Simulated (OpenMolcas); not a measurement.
A calculation on Fe VI.

```
Program             : OpenMolcas
Method              : SS-CASPT2, IPEA 0.25 Eh, imaginary shift 0.1 Eh (closed shells correlated: 3s 3p)
Basis               : ANO-RCC-VQZP [7s6p4d3f2g1h]
Scalar Hamiltonian  : DKH2, point nucleus
Active space        : 3 electrons in 5 orbitals (3d)
State averaging     : 2S+1 = 4 even, 10 roots; 2S+1 = 2 even, 40 roots
Spin-orbit coupling : state interaction with AMFI integrals over the reference wave functions, term energies averaged over their components
```

Task: Which level of the active space comes out lowest?

Result: 3d³ ⁴F_3/2, with 100 % of that term; it is also the measured ground level.

Task: How high does 3d³ ⁴F_5/2 lie?

Result: 520 cm⁻¹ above the lowest level; measured 511 cm⁻¹ above the ground level, so the calculation is off by +2 %.

Task: How high does 3d³ ⁴F_9/2 lie?

Result: 2070 cm⁻¹ above the lowest level; measured 2001 cm⁻¹ above the ground level, so the calculation is off by +4 %.

Task: How high does 3d³ ⁴P_3/2 lie?

Result: 19830 cm⁻¹ above the lowest level; measured 18942 cm⁻¹ above the ground level, so the calculation is off by +5 %.

Task: The level at 27540 cm⁻¹ has J = 3/2. What is it made of, and what is its g factor?

Result: 63 % 3d³ ²D_3/2(1), 36 % 3d³ ²P; g = 1.001, against 0.800 from Landé's formula for the pure leading term.

Measured values: Corliss and Sugar, J. Phys. Chem. Ref. Data 11, 135 (1982).

CASPT2 does not keep the components of a term degenerate, so their means are used; among the terms shown or strongly mixed into the levels shown the widest spread is 660 cm-1 (3d³ ²P). The CASPT2 spread within a term exceeds the gap to the next term for 3d³ ²P and 3d³ ²D(1), so the order of their levels is uncertain, and so are names and mixing where such terms share a J. Measured partners are found by configuration, term and J. A level has none where our copy of the source lacks it or the pairing is in doubt (some pairs that miss far off the trend of their configuration count as doubtful), and it then counts in no deviation. Levels of configurations outside the active space are missing.

A number in round brackets counts repeated terms of one configuration in the order of the reference energies.
